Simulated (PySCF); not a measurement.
TeBr4, SMILES Br[Te](Br)(Br)Br. Atoms are numbered in the order given.

```xyz
5

Te     0.0000     0.0000     0.4729
Br     1.9587     0.0000    -1.1598
Br     0.0000     2.6369     0.8085
Br    -1.9587     0.0000    -1.1598
Br     0.0000    -2.6369     0.8085
```

The structure is a stationary point at PBE-D3(BJ)/def2-SVP. The def2 effective core potentials stand for the cores of Te; spin–orbit coupling is left out.

The numbers are results of TDDFT-CAM-B3LYP/def2-SVPD in PySCF, not measurements.

Vertical excitations.  State labels are in the subgroup C2v.

```csv
state,symmetry,energy (eV),λ (nm),f,main pairs
S1,A1,2.52,492,0.005,HOMO→LUMO 98 %
S2,B1,2.77,447,0.007,HOMO→LUMO+1 98 %
S3,A2,3.10,400,0.000,HOMO−1→LUMO 86 %
S4,B2,3.21,386,0.005,HOMO−2→LUMO 78 %
S5,B1,3.31,375,0.001,HOMO−3→LUMO 90 %
S6,A2,3.44,360,0.000,HOMO−2→LUMO+1 88 %
S7,B2,3.45,359,0.001,HOMO−1→LUMO+1 83 %
S8,A1,3.48,356,0.000,"HOMO−4→LUMO 60 %, HOMO−3→LUMO+1 35 %"
S9,B1,3.66,339,0.002,HOMO−4→LUMO+1 96 %
S10,B1,3.81,326,0.016,"HOMO−5→LUMO 64 %, HOMO−8→LUMO+1 25 %"
T1,A1,2.17,572,0,HOMO→LUMO 96 %
T2,B1,2.30,539,0,HOMO→LUMO+1 96 %
T3,B2,2.80,443,0,"HOMO−2→LUMO 54 %, HOMO−1→LUMO+1 19 %, HOMO−6→LUMO 17 %"
T4,A2,2.81,442,0,"HOMO−1→LUMO 59 %, HOMO−2→LUMO+1 15 %, HOMO−7→LUMO 14 %, HOMO−6→LUMO+1 9 %"
```
Triplets are in the Tamm–Dancoff approximation, which puts them higher than full response would, so one can lie above its singlet here.
